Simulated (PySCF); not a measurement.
How methods differ on the ionisation energy of P²⁺

P²⁺ [Ne] 3s2 3p1 (2P) → P³⁺ [Ne] 3s2 (1S), as a difference of total energies. All numbers are calculated (PySCF 2.14, the spin-free X2C one-electron Hamiltonian (Gaussian nucleus), in ANO-RCC-VTZP). Correlated levels: valence and next inner shell: 1s2 frozen. The calculations carry no spin-orbit coupling.

```csv
method,ionisation energy (eV)
UHF,29.583
MP2 (valence and next inner shell),29.858
SCS-MP2 (valence and next inner shell),29.848
CCSD (valence and next inner shell),29.986
CCSD(T) (valence and next inner shell),30.013
```

Task: How much does correlation contribute at CCSD(T) (valence and next inner shell)?

Result: 30.013 − (29.583) = 0.430 eV, measured against UHF.

A first-order spin-orbit estimate (lowest level to lowest level, LS coupling) adds 0.041 eV.

Errors of the correlated levels include the incompleteness of this basis and the frozen core.

For comparison: 30.203 eV (measured; NIST Atomic Spectra Database, ionization energies).
